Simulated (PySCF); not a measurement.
Species: C6H18SeSi2.
InChI=1S/C6H18SeSi2/c1-8(2,3)7-9(4,5)6/h1-6H3

Level of theory: PBE0-D3(BJ)/def2-SVP geometry optimisation, gas phase in PySCF 2.14.0.

Masses are those of the commonest isotopes; rigid-rotor values at the optimised geometry. 

Problem. What are A, B and C (MHz)?

Solution. Ia = 420.37, Ib = 886.65, Ic = 984.73 u·Å²; 505379 MHz·u·Å²/I gives A = 1202, B = 570.0, C = 513.2 MHz.

Problem. Classify the top.

Solution. An asymmetric top. Ray's parameter κ = (2B − A − C)/(A − C) = -0.835; −1 is the prolate and +1 the oblate limit.

Problem. Is it planar, by Δ = Ic − Ia − Ib?

Solution. Not planar: Δ = Ic − Ia − Ib = -322.29 u·Å². For a rigid frame Δ = −2 Σ m c², so Σ m c² = 161.14 u·Å² lies off the ab plane: 47.20 from hydrogen and 113.94 from heavier atoms. The atom farthest from that plane is 2.45 Å away.

Problem. Give the coordinates in the principal-axis frame, origin at the centre of mass.

Solution. The sense of each axis is arbitrary; atoms in the order of the calculation.
```
atom  mass (u)   a (Å)   b (Å)   c (Å)
  C1    12.000   1.577   1.784   1.214
 Si2    27.977   1.795   0.365   0.001
  C3    12.000   2.105   1.032  -1.729
  C4    12.000   3.248  -0.700   0.532
 Se5    79.917  -0.003  -1.071   0.001
 Si6    27.977  -1.795   0.370  -0.001
  C7    12.000  -3.251  -0.708  -0.496
  C8    12.000  -2.085   1.069   1.719
  C9    12.000  -1.581   1.765  -1.244
 H10     1.008   1.362   1.407   2.226
 H11     1.008   2.506   2.376   1.257
 H12     1.008   0.762   2.463   0.920
 H13     1.008   1.262   1.636  -2.093
 H14     1.008   2.257   0.203  -2.436
 H15     1.008   3.009   1.664  -1.738
 H16     1.008   4.176  -0.104   0.530
 H17     1.008   3.097  -1.100   1.546
 H18     1.008   3.389  -1.550  -0.154
 H19     1.008  -4.180  -0.115  -0.509
 H20     1.008  -3.386  -1.538   0.215
 H21     1.008  -3.101  -1.138  -1.498
 H22     1.008  -1.241   1.688   2.058
 H23     1.008  -2.994   1.693   1.729
 H24     1.008  -2.218   0.253   2.445
 H25     1.008  -0.751   2.436  -0.978
 H26     1.008  -1.390   1.365  -2.252
 H27     1.008  -2.502   2.370  -1.282
```

Problem. Where do the levels up to J = 2 lie, in cm⁻¹?

Solution. Above 0(0,0):
J = 1: 1(0,1) 0.0361, 1(1,1) 0.0572, 1(1,0) 0.0591
J = 2: 2(0,2) 0.1083, 2(1,2) 0.1276, 2(1,1) 0.1333, 2(2,1) 0.1965, 2(2,0) 0.1967
The levels of one J sum to (2J + 1)J(J + 1)(A + B + C)/3.

Problem. Predict some low-J microwave lines.

Solution. The dipole components are |μa| = 0.00 D, |μb| = 1.91 D, |μc| = 0.00 D; the symmetry axis of this C2 structure is b, so μa and μc vanish by symmetry and there are no a-type or c-type lines. Some lines, for components of 0.1 D or more:

| type | branch | J(Ka,Kc) | MHz | lower level (cm⁻¹) |
| --- | --- | --- | --- | --- |
| b | R | 4(2,2) ← 3(3,1) | 1078 | 0.415 |
| b | Q | 5(1,4) ← 5(0,5) | 1181 | 0.538 |
| b | Q | 5(2,3) ← 5(1,4) | 1696 | 0.577 |
| b | Q | 3(2,2) ← 3(1,3) | 2154 | 0.233 |
| b | R | 5(2,3) ← 4(3,2) | 2215 | 0.560 |
| b | Q | 4(3,1) ← 4(2,2) | 3262 | 0.451 |
| b | R | 2(2,0) ← 1(1,1) | 4180 | 0.057 |
| b | R | 4(1,4) ← 3(0,3) | 4719 | 0.216 |
| b | R | 3(2,2) ← 2(1,1) | 5146 | 0.133 |
| b | R | 5(1,5) ← 4(0,4) | 5681 | 0.360 |
| b | R | 5(5,0) ← 4(4,1) | 11362 | 0.714 |

PBE0-D3(BJ)/def2-SVP frequencies: not computed here. No vibrational averaging or centrifugal distortion is included, and the geometry carries the error of its method. A rigid rotor knows nothing of internal rotation, which can split or shift real lines.

Conformer computed: `[CH3:1][Si:2]([CH3:3])([CH3:4])[Se:5][Si:6]([CH3:7])([CH3:8])[CH3:9]`: C1–Si2–Se5–Si6 44°, Si2–Se5–Si6–C7 164°.
